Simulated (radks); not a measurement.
The numbers below are computed, except where a source is named.
These are the eigenvalues of the occupied orbitals of an atom or ion with whole-number occupations (hartree). Level of theory: Dirac Kohn-Sham, PBE, spin-unpolarised, spherical densities, point nucleus (a radial shooting solver on a logarithmic mesh with Libxc functionals).

orbital  eigenvalue
1s1/2     -2452.401
2s1/2     -522.6945
2p1/2     -505.8471
2p3/2     -464.1571
3s1/2     -200.5359
3p1/2     -194.0314
3p3/2     -183.5468
3d3/2     -174.1808
3d5/2     -171.7284

Which element is it, and in what charge state? The configuration may be excited. Open shells, if any, are shared by 2j + 1.

Answer. Z = 71, lutetium, charge +52: Lu52+ in [Ar] 3d1. The list shows which subshells hold electrons but not how many an open one holds; the 1s level, -2452.4 hartree, gives Z - s = 70.0 by -(Z - s)^2/2, which with screening and relativity narrows Z to a few neighbours, and the depths of the outer levels then fix element, charge and occupations together.
